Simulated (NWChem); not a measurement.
Molecule: AlH₃, triplet; SMILES of the neutral closed-shell parent [AlH3]

```xyz
4

Al    -0.1312    -0.1821     0.0000
H      0.1836     1.5828    -0.4292
H      1.3391    -0.7981     0.0000
H      0.1836     1.5828     0.4292
```
Atoms are numbered in this order, from 1.

All runs: NWChem. Spin-unrestricted. Coordinates come from a PBE0/def2-SVP, spin-unrestricted optimisation. This spin state was assumed; another may lie lower. No stability test was run on the SCF state. Vertical excitations in the gas phase. Excited states of an open shell can be spin-contaminated.

Question: Predict the results for PBE/aug-cc-pVDZ, TDA. Quantities: lowest excitation (eV); oscillator strength of that lowest state; lowest state with f > 0.02 (eV); oscillator strength of that bright state; lowest empty minus highest occupied level, either spin (eV).

Answer: 
```json
{
 "lowest excitation (eV)": "2.94",
 "oscillator_strength_of_that_lowest_state": "0.000",
 "lowest state with f > 0.02 (eV)": "3.56",
 "oscillator_strength_of_that_bright_state": "0.049",
 "lowest empty minus highest occupied level, either spin (eV)": "0.43"
}
```
